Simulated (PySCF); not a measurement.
## UHF on Cu²⁺ (copper, charge +2)

Configuration: [Ar] 3d9, 2D determinant. Computed with PySCF 2.14 in cc-pVDZ-PP with ECP10MDF, with a scalar-relativistic core potential.

- Total energy: -195.290943 hartree
- One-electron energy: -338.6904 hartree
- Hartree (Coulomb) energy: 160.8958 hartree
- Exchange energy: -17.4964 hartree
- ⟨S²⟩: 0.7512
- ⟨L²⟩: 6.010
- Sum of ⟨r⟩: 14.10 bohr
- Sum of ⟨r²⟩: 14.63 bohr²
- Traceless quadrupole moment −½Σ⟨3z² − r²⟩ along its main axis: -0.341 e·bohr²
- Time after the integrals: 0.18 s of wall time on 1 thread of Neoverse-V1 (shared host)

```json
{"shell": "3s α", "electrons": "1", "mean orbital energy (eV)": "-170.19", "spread (eV)": "0", "rms radius, mean of both spins (bohr)": "0.765"}
{"shell": "3s β", "electrons": "1", "mean orbital energy (eV)": "-166.96", "spread (eV)": "0", "rms radius, mean of both spins (bohr)": "0.765"}
{"shell": "3p α", "electrons": "3", "mean orbital energy (eV)": "-121.35", "spread (eV)": "2.590", "rms radius, mean of both spins (bohr)": "0.810"}
{"shell": "3p β", "electrons": "3", "mean orbital energy (eV)": "-117.51", "spread (eV)": "1.898", "rms radius, mean of both spins (bohr)": "0.810"}
{"shell": "3d α", "electrons": "5", "mean orbital energy (eV)": "-40.561", "spread (eV)": "2.931", "rms radius, mean of both spins (bohr)": "1.03"}
{"shell": "3d β", "electrons": "4", "mean orbital energy (eV)": "-38.871", "spread (eV)": "2.286", "rms radius, mean of both spins (bohr)": "1.03"}
```

Energies and moments cover only the electrons outside the core potential.
